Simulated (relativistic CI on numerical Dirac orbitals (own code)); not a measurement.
**One change at a time: Nd⁵⁸⁺**

Base calculation: Dirac-Coulomb-Breit CI, orbitals from a KLI potential per configuration, model QED (radiative potential, 1s self-energy scaled to tabulated hydrogen-like ionisation energies), unscaled Slater integrals.

CI space: 1s2, 1s 2s, 1s 2p, 1s 3s, 1s 3p, 1s 3d, 1s 4s, 1s 4p, 1s 4d, 1s 4f, 1s 5s, 1s 5p, 1s 5d, 1s 5f, 1s 5g, 1s 6s, 1s 6p, 1s 6d, 2s2. Levels of other configurations are missing.

The lowest level and the first level of each name with at least 55 % of one term (blank where a level has no safe partner in the second run):

| Level | Base (eV) | Shift (eV) |
| --- | --- | --- |
| 1s2 1S_0 | 0.0 | 0.0 |
| 1s 2s 3S_1 | 37616.9 | -1.0 |
| 1s 2p 3P°_1 | 37705.2 | -1.1 |
| 1s 2p 3P°_0 | 37718.0 | -1.2 |
| 1s 2s 1S_0 | 37719.0 | -0.2 |
| 1s 2p 3P°_2 | 38322.5 | -1.1 |
| 1s 2p 1P°_1 | 38362.2 | -1.0 |
| 1s 3s 3S_1 | 44773.4 | -1.0 |
| 1s 3p 3P°_1 | 44797.3 | -1.0 |
| 1s 3s 1S_0 | 44800.6 | -0.8 |
| 1s 3p 3P°_0 | 44800.7 | -1.1 |
| 1s 3p 3P°_2 | 44980.9 | -1.0 |
| 1s 3d 3D_2 | 44989.8 | -1.0 |
| 1s 3d 3D_1 | 44992.0 | -1.0 |
| 1s 3p 1P°_1 | 44992.4 | -1.0 |
| 1s 3d 3D_3 | 45046.0 | -1.0 |
| 1s 3d 1D_2 | 45047.8 | -1.0 |
| 1s 4s 3S_1 | 47241.5 | -0.9 |
| 1s 4p 3P°_1 | 47251.3 | -1.0 |
| 1s 4s 1S_0 | 47252.6 | -0.9 |
| 1s 4p 3P°_0 | 47252.6 | -1.0 |
| 1s 4p 3P°_2 | 47328.4 | -1.0 |

At this charge energies of transitions that change n are usually good to better than 1 %, and those within a shell (Δn = 0) to a few per cent.

Question: One thing was changed in a second run, which moved the levels as shown. Which?
A. one mean potential for all configurations
B. QED terms removed
C. Breit term removed
D. configuration mixing switched off

Answer: A. One mean potential for all configurations. One potential for all configurations removes the relaxation of the orbitals, which moves whole configurations and changes the integrals a little.

LS names give the leading component of a level, which can be under half, so a name can repeat, a term be missing and a line seem to break the LS rules.
